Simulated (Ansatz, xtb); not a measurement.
**C4H7BGe: which of two isomers lies lower**

Structure X: `[GeH3][C]1=CBC=C1`, a singlet. Structure Y: `[GeH3][B]1C=CC=C1`, a singlet. Both are isolated molecules in the gas phase, relaxed with r2SCAN-D4/def2-SVP.

Quicker runs give these differences E(Y) − E(X): GFN2-xTB +2.80 kcal/mol; HF/STO-3G +4.25 kcal/mol (at GFN2-xTB geometries); r2SCAN-D4/def2-SVP//GFN2-xTB −2.12 kcal/mol.

**Question.** Estimate which is lower in electronic energy at CCSD(T)/def2-SVP + ΔMP2/def2-TZVPP, and by roughly how much.

**Answer.** Too close to call at this level: CCSD(T)/def2-SVP + ΔMP2/def2-TZVPP gives E(Y) − E(X) = −0.90 kcal/mol.

How the difference moves with the method:

```json
{"level": "GFN2-xTB", "geometry": "GFN2-xTB", "E(Y) − E(X) (kcal/mol)": "+2.80", "departure from the last row (kcal/mol)": "+3.70", "job, with rough time for the two": "optimisation, 0.16 s"}
{"level": "HF/STO-3G", "geometry": "GFN2-xTB", "E(Y) − E(X) (kcal/mol)": "+4.25", "departure from the last row (kcal/mol)": "+5.15", "job, with rough time for the two": "single point, 0.64 s"}
{"level": "r2SCAN-D4/def2-SVP//GFN2-xTB", "geometry": "GFN2-xTB", "E(Y) − E(X) (kcal/mol)": "−2.12", "departure from the last row (kcal/mol)": "−1.22", "job, with rough time for the two": "single point, 6.6 s"}
{"level": "r2SCAN-D4/def2-SVP", "geometry": "r2SCAN-D4/def2-SVP", "E(Y) − E(X) (kcal/mol)": "−2.86", "departure from the last row (kcal/mol)": "−1.96", "job, with rough time for the two": "optimisation, 1.7 min"}
{"level": "HF/def2-SVP", "geometry": "r2SCAN-D4/def2-SVP", "E(Y) − E(X) (kcal/mol)": "+0.41", "departure from the last row (kcal/mol)": "+1.32", "job, with rough time for the two": "part of the CCSD(T) run"}
{"level": "MP2/def2-SVP", "geometry": "r2SCAN-D4/def2-SVP", "E(Y) − E(X) (kcal/mol)": "−0.10", "departure from the last row (kcal/mol)": "+0.80", "job, with rough time for the two": "part of the CCSD(T) run"}
{"level": "CCSD(T)/def2-SVP", "geometry": "r2SCAN-D4/def2-SVP", "E(Y) − E(X) (kcal/mol)": "−1.03", "departure from the last row (kcal/mol)": "−0.12", "job, with rough time for the two": "single point"}
{"level": "CCSD(T)/def2-SVP + ΔMP2/def2-TZVPP", "geometry": "r2SCAN-D4/def2-SVP", "E(Y) − E(X) (kcal/mol)": "−0.90", "departure from the last row (kcal/mol)": "", "job, with rough time for the two": "single point, 2 min"}
```

As drawn, Y has 1 B–Ge, 1 C–H in place of 1 C–Ge, 1 B–H.

The largest departure from CCSD(T)/def2-SVP + ΔMP2/def2-TZVPP is that of HF/STO-3G, 5.15 kcal/mol. The last row adds to CCSD(T) the change of the MP2 difference between the two basis sets, here +0.12 kcal/mol.

With thermal terms from frequencies at re-optimised GFN2-xTB minima (ideal gas, soft modes damped towards free rotors, one conformer each, 298.15 K, 1 atm): the zero-point term adds +1.27 kcal/mol; ΔH is +0.41 and ΔG −0.01 kcal/mol.

The correlated steps freeze 14 core orbitals; the filled d shell of Ge is correlated, in a basis made for valence electrons. Programs: Ansatz 0.2.0, xtb 6.7.1; the last row on 2 threads of Arm Neoverse V2 on a shared host.
